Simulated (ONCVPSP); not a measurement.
**bromine: excitation energies, all-electron against ONCV**

```
Element                 : bromine
Generator               : ONCVPSP 4.0.1
Type                    : optimised norm-conserving Vanderbilt (ONCV)
Functional              : BLYP
Relativity              : scalar-relativistic
Frozen core             : [Ar] 3d10
Valence charge          : 7
Reference configuration : 4s2 4p4 (charge +1)
Partial waves           : 4s: rc 1.55 bohr, ncon 3, nbas 7, qcut 5.2 1/bohr, 3 projectors, debl 2 Ha; 4p: rc 1.35 bohr, ncon 4, nbas 8, qcut 6.6 1/bohr, 1 projector
Local potential         : polynomial inside 1.15 bohr (lpopt 5, dvloc0 0 Ha)
Core correction         : Teter function, fcfact 3.5, rcfact 1.75
```

Energies are relative to the spin-unpolarised reference configuration 4s2 4p4; without spin polarisation the order of configurations can differ from experiment.

Task: Give the all-electron excitation energy and the error of the potential for: 4s2 4p5; 4s2 4p3; 4s2 4p2; 4s2 4p4.5.

Result:

```tsv
valence configuration	charge	ΔE all-electron (eV)	error AE − PS (meV)
4s2 4p5	0	-12.400	-14
4s2 4p3	+2	22.617	-34
4s2 4p2	+3	56.496	-169
4s2 4p4.5	+0.5	-7.402	-3.6
```
